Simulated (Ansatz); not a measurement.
Coupled-cluster run, C8H12Ge (`C=[CH][Ge]([CH]=C)([CH]=C)[CH]=C`).

```yaml
crystal:
  periodic: [false, false, false]
  atoms:
    - {symbol: C, position_ang: [-1.414439, 2.000386, -0.839197]}
    - {symbol: C, position_ang: [-0.171779, 1.551009, -0.706389]}
    - {symbol: Ge, position_ang: [0.256800, -0.099398, 0.225376]}
    - {symbol: C, position_ang: [1.778347, 0.188003, 1.401061]}
    - {symbol: C, position_ang: [2.292861, 1.385260, 1.656244]}
    - {symbol: C, position_ang: [-1.283157, -0.673934, 1.266838]}
    - {symbol: C, position_ang: [-2.061366, -1.688408, 0.908054]}
    - {symbol: C, position_ang: [0.685451, -1.481658, -1.074179]}
    - {symbol: C, position_ang: [0.390659, -1.375530, -2.364604]}
    - {symbol: H, position_ang: [-1.642872, 2.913863, -1.382490]}
    - {symbol: H, position_ang: [-2.261754, 1.471538, -0.410665]}
    - {symbol: H, position_ang: [0.640273, 2.115589, -1.160695]}
    - {symbol: H, position_ang: [2.226349, -0.682965, 1.876806]}
    - {symbol: H, position_ang: [1.886876, 2.291269, 1.214588]}
    - {symbol: H, position_ang: [3.143414, 1.518259, 2.319954]}
    - {symbol: H, position_ang: [-1.512002, -0.131934, 2.182626]}
    - {symbol: H, position_ang: [-2.920957, -1.993858, 1.499438]}
    - {symbol: H, position_ang: [-1.872192, -2.260011, 0.003250]}
    - {symbol: H, position_ang: [1.188132, -2.381742, -0.724468]}
    - {symbol: H, position_ang: [0.636523, -2.156940, -3.079229]}
    - {symbol: H, position_ang: [-0.109766, -0.497999, -2.765417]}
basis:
  gaussian: {orbitals: def2-SVP}
correlation: {method: ccsd_t}
```

```sh
$ ansatz run in.yaml --threads 4 --pin off --events-out ev --progress --plain --max-ram 63488MiB --backend cuda --devices 0, --max-vram 37GiB
```

Output of Ansatz, abridged:

```
Functional definition: HF
2100 factors; integrals over basis functions are off by at most 1.4e-3 eV
mean field evaluation 1: about -64886.2903 eV, gradient 4.0e1 eV
mean field evaluation 2: about -64886.4594 eV, gradient 4.0e1 eV
mean field evaluation 4: about -64891.3945 eV, gradient 4.6e0 eV
mean field evaluation 8: about -64891.4502 eV, gradient 1.2e-4 eV
mean field -64891.45015779 eV, -2384.7168082942 hartree, gradient 4.4e-6 eV, S^2 0.000000; 0 other end points of the search recorded, 0 dependent functions left out
17 core orbitals not correlated: weight in the atoms' cores, before any rotation towards them, 1.000 or more for the frozen orbitals, at most 0.000 for the correlated occupied ones
reference -64891.45015779 eV, -2384.7168082942 hartree; 29, 29 occupied and 158, 158 virtual orbitals, 2100 factors
second order -34.97711011 eV of doubles, -0.00000000 eV of singles
cycle   1  -35.94040205 eV  change   -9.6e-1 eV  update   1.4e-1
cycle   2  -37.04050382 eV  change    -1.1e0 eV  update   4.6e-2
cycle   3  -37.24442892 eV  change   -2.0e-1 eV  update   2.1e-2
cycle   4  -37.25017354 eV  change   -5.7e-3 eV  update   6.0e-3
cycle   5  -37.25318969 eV  change   -3.0e-3 eV  update   2.1e-3
cycle   6  -37.25308831 eV  change    1.0e-4 eV  update   5.0e-4
cycle   7  -37.25317254 eV  change   -8.4e-5 eV  update   1.8e-4
cycle   8  -37.25321225 eV  change   -4.0e-5 eV  update   5.6e-5
perturbative correction -1.42753135 eV, -0.0524608093 hartree
Total energy: -64930.13090139 eV, -2386.1382994026 hartree
```

It took 6.5 s on 4 threads of an AMD EPYC 7R13 on a shared host and a share of an NVIDIA H100 80 GB, with 1.1 GiB of host memory at the peak.

MP2 recovers 90.4 % of the CCSD(T) correlation energy and the triples give 3.7 %; T1 = 0.0112.
